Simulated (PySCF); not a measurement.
Species: C5H4F, charge 0, multiplicity 2. It need not be the lowest isomer of its formula. 
Geometry from a B3LYP-D3(BJ)/def2-TZVP (Ansatz) optimisation:
```
C
H 1 1.0956
H 1 1.0956 2 107.09
C 1 1.5059 2 111.84 3 -122.85
C 4 1.3392 1 107.56 2 -119.95
F 5 1.3325 4 127.68 1 180.00
H 4 1.0783 5 127.22 6 0.00
C 5 1.4502 6 122.87 4 180.00
C 8 1.3259 5 112.16 6 -180.00
H 9 1.0779 8 129.58 5 -180.00
```
Charge 0, spin multiplicity 2.

Dispersion corrections to the total energy (kcal/mol) from the dftd3 and dftd4 libraries through PySCF: D3(BJ) without and D4 with the three-body term, each with the damping fitted for the functional named.

```
functional  D3(BJ)      D4
----------  ------  ------
r2SCAN       -1.35     [?]
TPSS         -6.35     [?]
BP86         -7.83   -6.49
TPSSh          [?]   -6.14
revPBE      -13.30  -17.52
CAM-B3LYP    -3.77   -4.13
BLYP        -10.84  -11.40
```

**Question.** Fill in the missing entries.

**Answer.** 
- r2SCAN, D4: -1.21
- TPSS, D4: -6.79
- TPSSh, D3(BJ): -5.77
